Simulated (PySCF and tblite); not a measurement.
Results of a calculation; reference values are marked as such.
2 diastereomers of C5H7FO3, numbered alike:

```csv
isomer,SMILES,descriptors (one enantiomer)
A,[CH3:1][C@@H:2]1[O:3][C:4](=[O:5])[O:6][C@:7]1([CH3:8])[F:9],"2S, 7R"
B,[CH3:1][C@H:2]1[O:3][C:4](=[O:5])[O:6][C@:7]1([CH3:8])[F:9],"2R, 7R"
```

Each isomer is a Boltzmann average at 298.15 K over at most 4 conformers: PBE0-D3(BJ)/def2-SVP geometries, energies PBE0/def2-SVPD (IEF-PCM, chloroform) (D3(BJ) added where defined), GIAO shieldings PBE0/pcSseg-1 (IEF-PCM, chloroform), GFN2-xTB thermal terms. Programs: PySCF with density fitting and tblite.

Question: What shifts does each isomer give (ppm)?

Answer: 
A: ¹H (against TMS): 4.27 (H2, 1H), 1.70 (H8, 3H), 1.51 (H1, 3H). ¹³C (against TMS): 157.6 (C4), 116.1 (C7), 81.6 (C2), 22.0 (C8), 14.2 (C1). ¹⁹F (against CFCl3): -133.2 (F9).

B: ¹H (against TMS): 4.49 (H2, 1H), 1.65 (H8, 3H), 1.30 (H1, 3H). ¹³C (against TMS): 158.0 (C4), 117.8 (C7), 82.6 (C2), 19.4 (C8), 17.8 (C1). ¹⁹F (against CFCl3): -107.8 (F9).

Question: Which carbons tell the isomers apart best?

Answer: C1: 14.2 in A, 17.8 in B; C8: 22.0 in A, 19.4 in B ppm.

Unscaled ¹⁹F shifts at such levels can be off by tens of ppm; differences between conformers or isomers are more reliable. Shifts are unscaled: against experiment ¹³C can be off by 15 ppm or more and ¹H by 0.8 ppm.
